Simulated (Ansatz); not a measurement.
Z-matrix (Å, degrees):
```
Mo
F 1 1.9051
F 1 1.9248 2 89.11
N 1 1.9644 2 160.07 3 136.79
H 4 1.0254 1 125.56 2 143.72
H 4 1.0270 5 111.19 1 170.29
N 1 1.9719 2 79.99 3 -162.06
H 7 1.0244 1 126.93 2 -177.27
H 7 1.0268 8 111.79 1 168.51
N 1 1.9753 2 111.16 9 79.51
H 10 1.0270 1 126.31 2 -99.66
H 10 1.0291 11 111.40 1 158.98
N 1 1.9890 2 86.35 9 -113.42
H 13 1.0251 1 127.06 2 -148.84
H 13 1.0282 14 110.78 6 154.34
```
Charge 0, multiplicity 1.

The numbers are results of frozen-core CCSD(T)/def2-TZVPP // BP86-D3(BJ)/def2-SVP run with Ansatz (a first-principles code), not measurements. The restricted HF reference is unstable towards unrestricted orbitals.

The HF energy is -489.07337 Ha and the MP2 correlation energy comes out as -2.02773 Ha.

Estimate the CCSD correlation energy, the (T) correction, the total energy and the T1 diagnostic.


| Property | Result |
|---|---|
| CCSD correlation energy | -1.98029 Ha |
| (T) correction | -0.10765 Ha |
| CCSD(T) total energy | -491.16131 Ha |
| T1 diagnostic | 0.028 |
